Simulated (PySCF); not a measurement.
MoO2FBr, SMILES [O]=[Mo]([F])([Br])=[O], multiplicity 1. Atoms are numbered in the order given.

```xyz
5

Mo     0.0447     0.6833     0.0000
O      0.9009     1.1985    -1.3426
O      0.9009     1.1985     1.3426
F     -1.6503     1.4171     0.0000
Br    -0.0411    -1.7322     0.0000
```

The structure is a stationary point at B3LYP-D3(BJ)/def2-SVP. The multiplicity is an assumed one; no other spin state was optimised. The structure was generated by enumeration; whether it is a known compound was not checked. The def2 effective core potentials stand for the cores of Mo; spin–orbit coupling is left out.

Level of theory: CAM-B3LYP/def2-TZVP (PySCF).

Isolated molecule, no solvent.

```
Property                                                                                                       Result
---------------------------------------------------------------------------------------------  ----------------------
total energy                                                                                      -2892.96413 hartree
point group                                                                                                        Cs
highest occupied level                                                                                      -10.79 eV
lowest empty level                                                                                           -2.73 eV
orbital gap                                                                                                   8.06 eV
dipole moment                                                                                                  1.28 D
quadrupole, principal values (traceless, Buckingham form, about the centre of nuclear charge)  -1.72, -1.02, 2.74 D·Å
mean static polarisability                                                                       60.2 bohr³ (8.92 Å³)
polarisability, principal values                                                               49.6, 54.9, 76.0 bohr³
```
